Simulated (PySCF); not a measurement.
Compound: C₅H₇OP₂ (charge -1).
Cartesian coordinates in Å at the GFN2-xTB level; atoms count from 1:
```
atom  x, y, z in Å
C1    -2.1540   -1.1634    0.1320
O2    -0.7646   -1.1112    0.1700
C3    -0.2340    0.1582   -0.0369
P4    -1.2071    1.5947   -0.3268
C5     0.1797    2.6149   -0.4612
P6     1.7466    1.9224   -0.2830
C7     1.1365    0.2983   -0.0145
C8     2.0363   -0.8811    0.2251
H9    -2.4425   -2.2030    0.3079
H10   -2.5980   -0.5175    0.9024
H11   -2.5379   -0.8276   -0.8414
H12    0.0551    3.6728   -0.6534
H13    3.0786   -0.5645    0.2220
H14    1.8081   -1.3478    1.1860
H15    1.8929   -1.6373   -0.5501
```

Probes without a nucleus sit at each ring's centroid and 1 Å off its mean plane on both sides; NICS is minus the shielding there, NICSzz its component along the normal. Level: GIAO PBE0/pcSseg-1 (PySCF, non-relativistic, gas phase) on the GFN2-xTB geometry, one conformer.

Ring bond lengths (Å), with Mayer bond orders in brackets: C3–P4 1.759 (1.20), P4–C5 1.727 (1.29), C5–P6 1.722 (1.34), P6–C7 1.756 (1.21), C7–C3 1.378 (1.50).

Task: Give the NICS values of each ring in ppm.

Result: 
| ring | type | NICS(0) | NICS(1), two faces | NICS(1)zz, two faces | rms pucker (Å) | centre to ring atoms, mean (Å) |
| --- | --- | --- | --- | --- | --- | --- |
| C3–P4–C5–P6–C7 | 5-membered ring with 2 P; formal bonds all aromatic | -11.5 | -10.7 / -10.7 | -26.5 / -26.5 | 0.00 | 1.41 |

Task: What can be read from them?

Result: 
- C3–P4–C5–P6–C7: mean NICS(1)zz -26.5 ppm, shielded.

Task: How equal are the bonds by HOMA? HOMA takes Krygowski's 1993 parameters.

Result: 
- C3–P4–C5–P6–C7: HOMA 0.79; the largest term is that of C3–P4, α(R − Ropt)² = 0.44.

Task: What field does 7.05 T along the ring normal induce along that normal at the first NICS(1) probe listed for ring C3–P4–C5–P6–C7, 1 Å off the ring?

Result: NICSzz × B0 = -26.5 ppm × 7.05 T = -187 μT, against the applied field.

Task: Give the inner angles of the rings and the Hirshfeld charges of the ring atoms.

Result: 
- C3–P4–C5–P6–C7: C3 118.0° (-0.047 e), P4 92.9° (-0.172 e), C5 119.0° (-0.254 e), P6 94.1° (-0.161 e), C7 115.9° (-0.130 e); sum 540.0° against 540° for a flat convex ring.

Time: 32 s of wall time. Hardware: Arm Neoverse V1, one thread, on a shared host. This is the whole shielding run at PBE0/pcSseg-1, SCF included.
